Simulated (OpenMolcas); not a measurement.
**Ionisation energies of germanium**

| Quantity | Value |
| --- | --- |
| Program | OpenMolcas 26.06 |
| Basis | ANO-RCC-VQZP [7s6p4d2f1g] |
| Scalar Hamiltonian | DKH2, point nucleus |
| Spin-orbit coupling | RASSI with atomic mean-field integrals over the reference wave functions, term energies averaged over their components |

Active shells in each charge state: the valence s, p shells, with orbitals averaged over the low states. Where CASPT2's correlated closed shells are named, they are those of the first ion.

A. CASSCF
B. SS-CASPT2, IPEA 0.25 Eh, imaginary shift 0.1 Eh (closed shells correlated: 3d)
C. SS-CASPT2, IPEA 0 Eh, imaginary shift 0.1 Eh (closed shells correlated: 3d)
D. SS-CASPT2, IPEA 0.25 Eh, imaginary shift 0.1 Eh (closed shells correlated: 3s 3p 3d)
E. SS-CASPT2, IPEA 0.25 Eh, imaginary shift 0.1 Eh (closed shells correlated: none)

Energies in eV between the lowest computed levels, named as in B; reference values from the NIST Atomic Spectra Database with their kind.

```csv
From,To,A,B,C,D,E,Spin-orbit share in B,Reference
Ge 4s² 4p² ³P₀,Ge+ 4s² 4p ²P°_1/2,7.073,7.741,7.844,7.734,7.579,-0.024,7.899 (measured)
Ge+ 4s² 4p ²P°_1/2,Ge2+ 4s² ¹S₀,14.820,15.786,15.894,15.783,15.474,+0.135,15.935 (measured)
Ge2+ 4s² ¹S₀,Ge3+ 4s ²S_1/2,33.222,33.952,33.952,34.003,33.290,+0.000,34.058 (measured)
Ge3+ 4s ²S_1/2,Ge4+ 3d¹⁰ ¹S₀,44.612,45.627,45.649,45.713,44.612,+0.000,45.715 (measured)
```

Steps that some method lacks are left out, and so are those with a state whose active s or d shell is doubly occupied in every root (s and p with five to eight electrons, d10) over a frozen core shell of the same l, since the two then mix freely.

Error against the reference values, in %:

```json
{"From": "Ge", "Reference": "measured", "A": "-10.5", "B": "-2.0", "C": "-0.7", "D": "-2.1", "E": "-4.1"}
{"From": "Ge+", "Reference": "measured", "A": "-7.0", "B": "-0.9", "C": "-0.3", "D": "-1.0", "E": "-2.9"}
{"From": "Ge2+", "Reference": "measured", "A": "-2.5", "B": "-0.3", "C": "-0.3", "D": "-0.2", "E": "-2.3"}
{"From": "Ge3+", "Reference": "measured", "A": "-2.4", "B": "-0.2", "C": "-0.1", "D": "0", "E": "-2.4"}
```

Mean absolute error over the 4 measured values: A 0.97 eV, B 0.13 eV, C 0.07 eV, D 0.09 eV, E 0.66 eV. C lies closest.

° marks odd parity.
